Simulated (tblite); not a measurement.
C5H14N2P2.
SMILES with atom numbers: `[CH3:1][NH:2][P:3]1(=[NH:4])[CH2:5][CH2:6][PH:7][CH2:8][CH2:9]1` (hydrogens: H10, H11, H12 on C1; H13 on N2; H14 on N4; H15, H16 on C5; H17, H18 on C6; H19 on P7; H20, H21 on C8; H22, H23 on C9)

Computed with GFN2-xTB (tblite), gas phase: L-BFGS steps from a force-field or distance-geometry start until the largest atomic force falls under 0.01 eV/Å.

Step 61: E = -781.8776 eV
```
atom  x, y, z in Å  |  force x, y, z in eV/Å
C1     -2.6082    1.1633   -0.0014    0.014   0.006  -0.008
N2     -1.9545    0.1323   -0.7852   -0.061  -0.067   0.022
P3     -0.4512   -0.5912   -0.4980   -0.047  -0.017  -0.025
N4     -0.2583   -1.9933   -1.1347    0.033  -0.013   0.028
C5     -0.1233   -0.2849    1.3093    0.003  -0.009   0.005
C6      1.2941   -0.7148    1.6480    0.061   0.022   0.008
P7      2.6452    0.2734    0.8453   -0.005   0.070  -0.070
C8      2.1813    0.0267   -0.9331   -0.043   0.013  -0.012
C9      0.7793    0.4994   -1.2913   -0.049   0.012   0.006
H10    -3.1250    0.7631    0.8800    0.038   0.050  -0.039
H11    -1.8609    1.8825    0.3268   -0.040   0.030  -0.016
H12    -3.3412    1.6814   -0.6240    0.046  -0.008   0.000
H13    -2.6039   -0.5372   -1.1854    0.117   0.031   0.018
H14    -0.8078   -2.7410   -0.7341    0.012   0.030   0.003
H15    -0.8432   -0.8722    1.8919   -0.018  -0.012  -0.016
H16    -0.2744    0.7704    1.5482    0.016  -0.015   0.004
H17     1.4726   -0.6396    2.7263   -0.053  -0.073   0.037
H18     1.4521   -1.7575    1.3510   -0.003   0.004   0.018
H19     1.9962    1.5166    0.9835    0.041  -0.052   0.006
H20     2.9300    0.5343   -1.5507    0.007   0.032   0.042
H21     2.2666   -1.0467   -1.1307   -0.033   0.001  -0.030
H22     0.6153    1.5379   -0.9886   -0.009   0.010  -0.003
H23     0.6146    0.4239   -2.3704   -0.026  -0.041   0.021
```

Step 62: E = -781.8802 eV
```
atom  x, y, z in Å  |  force x, y, z in eV/Å
C1     -2.6024    1.1703   -0.0082    0.026   0.008  -0.008
N2     -1.9558    0.1228   -0.7753   -0.102  -0.079  -0.013
P3     -0.4506   -0.5961   -0.4962   -0.061  -0.036  -0.013
N4     -0.2557   -1.9974   -1.1337    0.035   0.004   0.019
C5     -0.1215   -0.2917    1.3108   -0.009   0.011   0.061
C6      1.2968   -0.7196    1.6480    0.054   0.027  -0.002
P7      2.6388    0.2826    0.8484    0.009   0.100  -0.065
C8      2.1769    0.0307   -0.9302   -0.055   0.031  -0.034
C9      0.7735    0.4991   -1.2915   -0.038   0.031   0.011
H10    -3.1285    0.7862    0.8747    0.033   0.049  -0.042
H11    -1.8470    1.8821    0.3163   -0.036   0.043  -0.007
H12    -3.3242    1.6930   -0.6408    0.049  -0.024   0.006
H13    -2.6082   -0.5502   -1.1649    0.115   0.041   0.016
H14    -0.8065   -2.7454   -0.7366    0.008   0.020   0.013
H15    -0.8413   -0.8766    1.8988    0.004   0.000  -0.057
H16    -0.2735    0.7650    1.5474    0.025  -0.044   0.006
H17     1.4764   -0.6577    2.7275   -0.058  -0.065   0.013
H18     1.4605   -1.7577    1.3361   -0.010   0.008   0.031
H19     1.9832    1.5258    0.9897    0.052  -0.109  -0.007
H20     2.9224    0.5428   -1.5483    0.015   0.015   0.049
H21     2.2651   -1.0434   -1.1277   -0.025   0.032  -0.020
H22     0.6061    1.5378   -0.9895   -0.005  -0.011  -0.003
H23     0.6107    0.4244   -2.3717   -0.024  -0.053   0.046
```

Step 63: E = -781.8832 eV
```
atom  x, y, z in Å  |  force x, y, z in eV/Å
C1     -2.5959    1.1764   -0.0160    0.043   0.029  -0.011
N2     -1.9580    0.1115   -0.7640   -0.045  -0.027  -0.016
P3     -0.4504   -0.6007   -0.4941   -0.050  -0.031   0.018
N4     -0.2510   -2.0016   -1.1308    0.032   0.025   0.007
C5     -0.1195   -0.2977    1.3131   -0.008   0.021   0.091
C6      1.3006   -0.7244    1.6476    0.020   0.024  -0.009
P7      2.6326    0.2919    0.8507    0.031   0.088  -0.047
C8      2.1705    0.0354   -0.9273   -0.055   0.049  -0.048
C9      0.7664    0.5001   -1.2919   -0.024   0.033   0.017
H10    -3.1301    0.8111    0.8685    0.011   0.036  -0.020
H11    -1.8326    1.8818    0.3036   -0.030   0.049  -0.005
H12    -3.3064    1.7027   -0.6585    0.042  -0.036   0.003
H13    -2.6079   -0.5641   -1.1449    0.017  -0.017  -0.027
H14    -0.8070   -2.7468   -0.7370    0.002  -0.007   0.022
H15    -0.8392   -0.8812    1.9049    0.026   0.012  -0.088
H16    -0.2719    0.7604    1.5477    0.030  -0.069   0.011
H17     1.4796   -0.6791    2.7283   -0.052  -0.045  -0.009
H18     1.4685   -1.7571    1.3198   -0.014   0.006   0.038
H19     1.9704    1.5317    0.9963    0.046  -0.121  -0.018
H20     2.9143    0.5522   -1.5436    0.021   0.000   0.041
H21     2.2613   -1.0391   -1.1256   -0.017   0.062  -0.011
H22     0.5952    1.5391   -0.9913   -0.002  -0.025  -0.002
H23     0.6058    0.4243   -2.3728   -0.026  -0.058   0.064
```

Step 64: E = -781.8857 eV
```
atom  x, y, z in Å  |  force x, y, z in eV/Å
C1     -2.5846    1.1856   -0.0256    0.038   0.014  -0.011
N2     -1.9615    0.0987   -0.7550   -0.043   0.003  -0.024
P3     -0.4520   -0.6066   -0.4922   -0.018  -0.018   0.046
N4     -0.2479   -2.0068   -1.1289    0.017   0.028   0.008
C5     -0.1181   -0.3059    1.3159    0.009   0.015   0.068
C6      1.3053   -0.7273    1.6458   -0.005   0.000  -0.005
P7      2.6260    0.3074    0.8524    0.033   0.029  -0.013
C8      2.1635    0.0426   -0.9241   -0.036   0.053  -0.042
C9      0.7579    0.5007   -1.2908   -0.012   0.021   0.024
H10    -3.1312    0.8403    0.8592    0.010   0.037  -0.020
H11    -1.8098    1.8797    0.2917   -0.027   0.038  -0.009
H12    -3.2800    1.7211   -0.6773    0.042  -0.056  -0.004
H13    -2.6124   -0.5857   -1.1167   -0.027   0.000  -0.030
H14    -0.8084   -2.7496   -0.7367    0.008  -0.020   0.020
H15    -0.8355   -0.8923    1.9073    0.031   0.008  -0.085
H16    -0.2742    0.7513    1.5509    0.029  -0.064   0.023
H17     1.4802   -0.7016    2.7281   -0.028  -0.016  -0.034
H18     1.4799   -1.7541    1.3014   -0.018   0.015   0.042
H19     1.9507    1.5375    0.9989    0.029  -0.089  -0.017
H20     2.9063    0.5632   -1.5380    0.020  -0.005   0.017
H21     2.2594   -1.0324   -1.1204   -0.014   0.085  -0.009
H22     0.5820    1.5391   -0.9914   -0.003  -0.023  -0.005
H23     0.5998    0.4219   -2.3717   -0.033  -0.055   0.060
```

Task: Estimate the geometry and energy of step 65. (The exact step hangs on the optimiser's Hessian estimate; all steps are aligned on step 64, rigid shifts and turns removed.)

Result: E = -781.8874 eV, largest force 0.143 eV/Å
```
atom  x, y, z in Å  |  force x, y, z in eV/Å
C1     -2.5813    1.1870   -0.0300    0.029   0.026  -0.004
N2     -1.9634    0.0933   -0.7506    0.060   0.042  -0.013
P3     -0.4527   -0.6074   -0.4899    0.014   0.007   0.054
N4     -0.2442   -2.0076   -1.1250   -0.005   0.018   0.014
C5     -0.1163   -0.3060    1.3182    0.022  -0.003   0.018
C6      1.3076   -0.7285    1.6447   -0.027  -0.010  -0.002
P7      2.6255    0.3101    0.8517    0.042  -0.033   0.007
C8      2.1589    0.0464   -0.9236   -0.003   0.045  -0.018
C9      0.7536    0.5028   -1.2900   -0.009  -0.001   0.027
H10    -3.1290    0.8507    0.8561   -0.017   0.020   0.014
H11    -1.8055    1.8805    0.2843   -0.001   0.042  -0.010
H12    -3.2731    1.7216   -0.6844    0.014  -0.041  -0.029
H13    -2.6091   -0.5927   -1.1113   -0.119  -0.052  -0.060
H14    -0.8105   -2.7469   -0.7338    0.019  -0.026   0.013
H15    -0.8340   -0.8932    1.9065    0.019  -0.005  -0.056
H16    -0.2716    0.7502    1.5535    0.021  -0.036   0.033
H17     1.4797   -0.7133    2.7270   -0.005   0.006  -0.020
H18     1.4819   -1.7526    1.2944   -0.018  -0.011   0.027
H19     1.9463    1.5325    1.0014    0.003  -0.015  -0.010
H20     2.9034    0.5672   -1.5342    0.020   0.005  -0.011
H21     2.2558   -1.0281   -1.1198   -0.012   0.070  -0.016
H22     0.5771    1.5406   -0.9924   -0.011  -0.001   0.000
H23     0.5963    0.4203   -2.3702   -0.038  -0.048   0.042
```

The energy changes by -0.0017 eV. The first-order estimate −F·Δx gives -0.0027 eV and the mean of the old and new forces, exact on a quadratic surface, -0.0017 eV. The step makes an angle of 72° with the force vector and moves no atom by more than 0.012 Å.
